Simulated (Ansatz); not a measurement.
Wavefunction ladder for CH4AlCl2N (`C[NH][Al]([Cl])[Cl]`)

```xyz
9

C    -0.2063   -0.9296   -0.9371
N    -0.3032    0.3786   -0.3209
Al    0.3584    0.9172    1.2053
Cl    1.4545   -0.4011    2.3897
Cl    0.0475    2.8783    1.8351
H     0.3676   -1.6012   -0.2957
H     0.3019   -0.8901   -1.9067
H    -1.1908   -1.3852   -1.0895
H    -0.8296    1.0331   -0.8800
```

Total charge 0; spin multiplicity 1. The geometry is a stationary point of PBE0-D4/def2-TZVP. It is one conformer, not always the lowest. Frozen core, restricted reference, Ansatz. CBS rows extrapolate triple and quadruple zeta; past MP2 they add the triple-zeta difference.

| basis | HF (Eh) | MP2 corr. | CCSD corr. | (T) | CCSD(T) total |
| --- | --- | --- | --- | --- | --- |
| def2-SVP | ? | -0.63052 | ? | -0.01615 | ? |
| def2-TZVPP | -1255.82521 | -0.83211 | -0.88412 | ? | ? |
| def2-QZVPP | ? | -0.90418 | – | – | – |
| CBS(def2) | -1255.86754 | -0.95756 | -1.00958 | as TZ | -1256.91294 |

Question: Fill in the withheld values. (Estimate.)

Answer: Computed: def2-SVP HF (Eh): -1255.31520; def2-SVP CCSD corr.: -0.68076; def2-SVP CCSD(T) total: -1256.01211; def2-TZVPP (T): -0.03582; def2-TZVPP CCSD(T) total: -1256.74515; def2-QZVPP HF (Eh): -1255.86242.
